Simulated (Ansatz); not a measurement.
Consider the redistribution: `[SiH3][SiH2][GeH2][GeH2][SiH2][GeH3]` + `O[SiH2][GeH3]` → `[OH][GeH2][SiH2][SiH3]` + `[GeH3][SiH2][GeH2][SiH2][GeH3]`.

Isolated molecules relaxed with PBE0-D4/def2-TZVP in Ansatz; ΔE leaves out vibrations. CCSD(T)/CBS adds triple-zeta CCSD(T) − MP2 to the extrapolated MP2 energy (def2 sets, frozen cores). DFT in def2-TZVPP. HSE06 is defined as in plane-wave codes. For Ge outer-core shells are correlated without core-valence functions, which leaves a few kJ/mol of doubt a bond. Scalar relativity is left out up to krypton. One conformer a species, not always the lowest.

`[SiH3][SiH2][GeH2][GeH2][SiH2][GeH3]`:

```xyz
20

Si    1.487    1.117   -1.986
Si    2.522    0.055   -0.178
Ge    1.184   -1.690    0.742
Ge   -0.519   -0.802    2.227
Si   -1.751    0.911    1.130
Ge   -2.580    0.082   -0.941
H     0.241    1.804   -1.554
H     1.140    0.114   -3.028
H     2.402    2.129   -2.580
H     3.820   -0.511   -0.643
H     2.814    1.052    0.890
H     0.503   -2.476   -0.394
H     2.075   -2.675    1.523
H     0.162   -0.253    3.495
H    -1.469   -1.939    2.652
H    -2.886    1.375    1.976
H    -0.848    2.068    0.886
H    -3.699   -0.942   -0.681
H    -3.140    1.210   -1.823
H    -1.457   -0.629   -1.716
```

`O[SiH2][GeH3]`:

Cartesian coordinates in Å:
```
O 0.673 0.872 1.611
Si -0.530 0.125 0.758
Ge 0.379 -0.420 -1.367
H 0.472 1.163 2.502
H -1.000 -1.108 1.454
H -1.716 1.015 0.604
H -0.693 -1.123 -2.220
H 1.581 -1.368 -1.229
H 0.835 0.843 -2.114
```

`[OH][GeH2][SiH2][SiH3]`:

Z-matrix (Å, degrees):
```
Ge
Si 1 2.391
O 1 1.791 2 109.1
H 1 1.546 2 110.9 3 -120.4
H 1 1.536 2 113.9 3 115.1
Si 2 2.337 1 108.5 3 54.9
H 2 1.488 1 109.5 3 -65.3
H 2 1.490 1 109.9 3 175.3
H 3 0.960 1 112.6 2 -61.1
H 6 1.488 2 109.5 1 64.8
H 6 1.487 2 112.2 1 -174.0
H 6 1.489 2 109.3 1 -53.5
```

`[GeH3][SiH2][GeH2][SiH2][GeH3]`:

```xyz
17

Ge   -2.033    1.712    0.289
Si   -0.202    1.089    1.674
Ge    0.207   -1.247    1.456
Si    0.317   -1.785   -0.861
Ge    1.795   -0.281   -1.961
H    -3.297    0.937    0.698
H    -2.329    3.218    0.390
H    -1.719    1.375   -1.178
H     1.013    1.830    1.237
H    -0.488    1.451    3.089
H     1.534   -1.622    2.143
H    -0.923   -2.042    2.136
H    -1.044   -1.649   -1.449
H     0.776   -3.187   -1.061
H     1.898   -0.588   -3.464
H     1.293    1.163   -1.793
H     3.202   -0.373   -1.346
```

```json
{"level": "BHLYP-D4", "ΔE (kJ/mol)": "85.2"}
{"level": "CAM-B3LYP-D4", "ΔE (kJ/mol)": "82.0"}
{"level": "B2PLYP", "ΔE (kJ/mol)": "77.4"}
{"level": "PBE", "ΔE (kJ/mol)": "66.5"}
{"level": "revPBE", "ΔE (kJ/mol)": "61.4"}
{"level": "HSE06", "ΔE (kJ/mol)": "71.6"}
{"level": "BHLYP", "ΔE (kJ/mol)": "80.3"}
{"level": "MP2/def2-QZVPP", "ΔE (kJ/mol)": "84.5"}
```

**Question.** What does CCSD(T)/CBS give? (Estimate.)

**Answer.** Ansatz gave: +81.2 kJ/mol. The listed levels differ from it by 4.0, 0.8, -3.8, -14.7, -19.8, -9.6, -0.9, 3.3 kJ/mol.

Largest T1 diagnostic among the species: 0.013.

The D4 term adds +5.4 kJ/mol with B3LYP and +3.5 kJ/mol with PBE0; it sums over pairs of atoms, weighted by their polarisabilities, and B3LYP, whose exchange is more repulsive, gets the larger term. From PBE to PBE0 (25 % exact exchange), in def2-TZVPP and without D4, ΔE moves by +5.2 kJ/mol. Leaving LDA and LC-ωPBE aside and taking each functional with its dispersion term where it has one, the values, not all of them listed here, spread over 17.3 kJ/mol, from revPBE-D4 to BHLYP-D4. LDA lies +10.4 kJ/mol from PBE without D4.

B3LYP here is the variant with VWN-RPA as its local correlation; programs differ in this.
